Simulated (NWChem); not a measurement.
CH$_{7}$BGeO; SMILES [GeH3][BH]OC

```xyz
11

B      0.5808     0.7005     0.0000
Ge    -0.0408    -1.2765     0.0000
H      0.5098    -2.0254    -1.2351
H      0.5098    -2.0254     1.2351
H     -1.5747    -1.4396     0.0000
H      1.7626     0.9993     0.0000
O     -0.3435     1.6685     0.0000
C     -0.0294     3.0428     0.0000
H      1.0603     3.2076     0.0000
H     -0.4705     3.5123    -0.8920
H     -0.4705     3.5123     0.8920
```
Atoms are numbered in this order, from 1.

Results from NWChem. The geometry was optimised at PBE0/def2-SVP. Ions are spin-unrestricted doublets at the neutral geometry; other ion states weren't tried.

For level B3LYP/def2-SVP:

```
Property                               Result
-------------------------------------  ------
vertical ionisation energy, ΔSCF (eV)    9.74
−ε(HOMO) (eV)                            7.39
```

**Question.** What are these values for level PBE/def2-SVP?

**Answer.** 
* **vertical ionisation energy, ΔSCF (eV)**: 9.45
* **−ε(HOMO) (eV)**: 6.35
